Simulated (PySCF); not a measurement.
**Molecular orbitals of SnCl**

B3LYP at R = 2.376 Å; basis Sn def2-TZVPPD with ECP28, Cl def2-TZVPPD; scalar-relativistic core potentials; PySCF 2.14. State: ²Π (doublet), unpaired electrons π ↑. Only the outer orbitals are listed, counted within each symmetry, core potentials removing the inner ones.

| spin | orbital | occ. | ε (eV) | on Sn (%) | main shells (%) |
| --- | --- | --- | --- | --- | --- |
| α | 7σ | 1 | -21.58 | 5 | 94 Cl s |
| α | 8σ | 1 | -12.80 | 73 | 72 Sn s, 23 Cl p |
| α | 4π | 1 | -8.79 | 8 | 92 Cl p |
| α | 4π | 1 | -8.77 | 7 | 93 Cl p |
| α | 9σ | 1 | -8.72 | 43 | 57 Cl p, 22 Sn s, 20 Sn p |
| α | 5π | 1 | -4.74 | 94 | 94 Sn p |
| α | 5π | 0 | -3.38 | 95 | 94 Sn p |
| α | 10σ | 0 | -1.12 | 94 | 85 Sn p, 14 Cl p |
| β | 7σ | 1 | -21.51 | 5 | 95 Cl s |
| β | 8σ | 1 | -12.31 | 67 | 66 Sn s, 29 Cl p |
| β | 4π | 1 | -8.76 | 6 | 94 Cl p |
| β | 4π | 1 | -8.58 | 5 | 95 Cl p |
| β | 9σ | 1 | -8.50 | 48 | 52 Cl p, 28 Sn s, 19 Sn p |
| β | 5π | 0 | -3.17 | 95 | 94 Sn p |
| β | 5π | 0 | -2.48 | 95 | 94 Sn p |
| β | 10σ | 0 | -0.96 | 92 | 82 Sn p, 13 Cl p |

Task: Which are the highest filled and the lowest empty level, where do they sit, and how wide is the gap?

Result: Highest filled α 5π at -4.74 eV (in %: 94 Sn p); lowest empty α 5π at -3.38 eV (in %: 94 Sn p); the gap at B3LYP is 1.36 eV. Both belong to one degenerate shell, split only by its one-sided filling, so this is no excitation gap.

- bond order (Mayer): 0.94
- ⟨S²⟩: 0.752
- charge on Sn (Mulliken, basis-dependent): 0.43
- charge on Sn (Löwdin, basis-dependent): 0.34
- dipole moment (positive dipole means Sn(−)Cl(+)): -2.66 D
- polarisability along the bond: 77.8 bohr³
- polarisability across the bond: 56.2 bohr³

Spin–orbit coupling is left out. The state was picked by a PBE0 search and need not be the measured ground state.
